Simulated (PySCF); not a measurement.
GaCl2I, SMILES [I][Ga]([Cl])[Cl]. Atoms are numbered in the order given.

```xyz
4

Ga     0.0000     0.0000     0.7937
Cl     0.0000     1.8355     1.8996
Cl     0.0000    -1.8355     1.8996
I      0.0000     0.0000    -1.6829
```
Charge 0, spin multiplicity 1.

Geometry optimised at B3LYP-D3(BJ)/def2-SVP. The def2 effective core potentials stand for the cores of I; spin–orbit coupling is left out.

The numbers are results of TDA-PBE/def2-SVPD (PySCF), not measurements.

Vertical excitations.  State labels are in the subgroup C2v.

Question: Estimate the UV-visible absorptions. (Estimate from the structure and the level; the computed values follow.)

Answer: 
```json
[
 {"state": "S1", "symmetry": "B2", "energy (eV)": "3.94", "λ (nm)": "315", "f": "0.008", "main pairs": "HOMO→LUMO 99 %"},
 {"state": "S2", "symmetry": "B1", "energy (eV)": "4.11", "λ (nm)": "301", "f": "0.004", "main pairs": "HOMO−1→LUMO 100 %"},
 {"state": "S3", "symmetry": "A2", "energy (eV)": "4.58", "λ (nm)": "271", "f": "0.000", "main pairs": "HOMO→LUMO+1 100 %"},
 {"state": "S4", "symmetry": "B2", "energy (eV)": "4.86", "λ (nm)": "255", "f": "0.011", "main pairs": "HOMO−2→LUMO 98 %"},
 {"state": "S5", "symmetry": "A1", "energy (eV)": "4.90", "λ (nm)": "253", "f": "0.002", "main pairs": "HOMO−1→LUMO+1 51 %, HOMO−3→LUMO 49 %"},
 {"state": "S6", "symmetry": "A2", "energy (eV)": "4.98", "λ (nm)": "249", "f": "0.000", "main pairs": "HOMO−4→LUMO 100 %"},
 {"state": "S7", "symmetry": "A1", "energy (eV)": "5.31", "λ (nm)": "233", "f": "0.128", "main pairs": "HOMO−3→LUMO 40 %, HOMO−1→LUMO+1 38 %, HOMO−6→LUMO 19 %"},
 {"state": "S8", "symmetry": "B1", "energy (eV)": "5.54", "λ (nm)": "224", "f": "0.017", "main pairs": "HOMO−5→LUMO 96 %"},
 {"state": "S9", "symmetry": "A2", "energy (eV)": "5.54", "λ (nm)": "224", "f": "0.000", "main pairs": "HOMO−2→LUMO+1 100 %"},
 {"state": "S10", "symmetry": "B1", "energy (eV)": "5.62", "λ (nm)": "220", "f": "0.003", "main pairs": "HOMO−3→LUMO+1 96 %"},
 {"state": "T1", "symmetry": "B2", "energy (eV)": "3.58", "λ (nm)": "346", "f": "0", "main pairs": "HOMO→LUMO 100 %"},
 {"state": "T2", "symmetry": "B1", "energy (eV)": "3.77", "λ (nm)": "328", "f": "0", "main pairs": "HOMO−1→LUMO 100 %"},
 {"state": "T3", "symmetry": "A2", "energy (eV)": "4.47", "λ (nm)": "277", "f": "0", "main pairs": "HOMO→LUMO+1 100 %"},
 {"state": "T4", "symmetry": "A1", "energy (eV)": "4.50", "λ (nm)": "276", "f": "0", "main pairs": "HOMO−1→LUMO+1 60 %, HOMO−3→LUMO 38 %"}
]
```
Triplets are in the Tamm–Dancoff approximation.
